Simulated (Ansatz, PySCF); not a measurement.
Molecule: C3H10N (charge +1, singlet). It need not be the lowest isomer of its formula. 
Geometry from a B3LYP-D3(BJ)/def2-TZVP (Ansatz, a program for electronic structure) optimisation:
```xyz
14

C     -1.9161    -0.1206     0.2736
C     -0.5369    -0.5746    -0.1539
N      0.4980     0.4966     0.1272
C      1.8987     0.1313    -0.2660
H     -2.2375     0.7693    -0.2707
H     -2.6317    -0.9131     0.0571
H     -1.9634     0.0804     1.3453
H     -0.2065    -1.4615     0.3848
H     -0.4791    -0.7763    -1.2225
H      0.4716     0.7217     1.1245
H      2.5609     0.9590    -0.0255
H      1.9152    -0.0676    -1.3341
H      2.1899    -0.7581     0.2859
H      0.2203     1.3533    -0.3574
```
Charge +1, spin multiplicity 1.

Wanted: vertical ionisation energy (to the doublet state of charge +2; each state is the SCF solution reached for its spin; for the doublet the Hartree-Fock reference is unstable and T1 is 0.035), in eV. Cores are frozen in the correlated levels unless marked. Open shells are spin-unrestricted. Spin-orbit coupling is left out. No relativistic terms. 

| level | program | vertical ionisation energy (eV) |
|---|---|---|
| HF/aug-cc-pVTZ | Ansatz | 17.44 |
| SVWN5/def2-TZVPD | Ansatz | 17.12 |
| PBE/def2-TZVPD | Ansatz | 17.11 |
| r2SCAN/def2-TZVPD | Ansatz | 17.32 |
| B3LYP/def2-TZVPD | Ansatz | 17.60 |
| PBE0/def2-TZVPD | Ansatz | 17.58 |
| BHLYP/def2-TZVPD | Ansatz | 17.86 |
| CAM-B3LYP/def2-TZVPD | Ansatz | 17.77 |
| wB97M-V/def2-TZVPD | Ansatz | 17.77 |
| wB97X-V/def2-TZVPD | Ansatz | 17.83 |
| B2PLYP/def2-TZVPD | Ansatz | 17.76 |
| RI-MP2/aug-cc-pVTZ | Ansatz | 18.30 |
| CCSD/aug-cc-pVDZ | Ansatz | 18.04 |
| CCSD(T)/aug-cc-pVDZ | Ansatz | 18.01 |

For comparison, minus the highest occupied orbital energy (PySCF): 14.38 eV at TPSSh/def2-TZVPD, 16.46 eV at M06-2X/def2-TZVPD, 18.75 eV at HF/def2-TZVPD.
